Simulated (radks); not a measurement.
Spin polarisation of the 4f5 shell in Pm. Start: [Xe] 4f(up 2.5, down 2.5) 6s2; electrons of 4f are moved from spin down to spin up, other shells keep equal spins. Method: scalar-relativistic Kohn-Sham, PBE, spin-polarised, spherical densities, finite nucleus; Fermi nuclear charge, rms radius of each element as measured or else 0.836 A^(1/3) + 0.57 fm; computed with a radial shooting solver on a logarithmic mesh with Libxc functionals.

moment (Bohr magnetons)  E - E(0) (eV)  e(4f up) (eV)  e(4f down) (eV)  6s down minus up (eV)  5p down minus up (eV)
0                                0.000         -2.155           -2.155                  0.000                 0.000
1                               -0.163         -2.461           -1.808                  0.040                  0.342
2                               -0.653         -2.723           -1.420                  0.080                  0.685
3                               -1.466         -2.936           -0.989                  0.122                  1.031
4                               -2.600         -3.091           -0.509                  0.166                  1.379

At moment 4 the spin-polarisation energy is -2.600 eV and the 4f exchange splitting 2.581 eV, that is 0.645 eV per Bohr magneton; E = -I m^2/4 would give I = 0.650 eV.
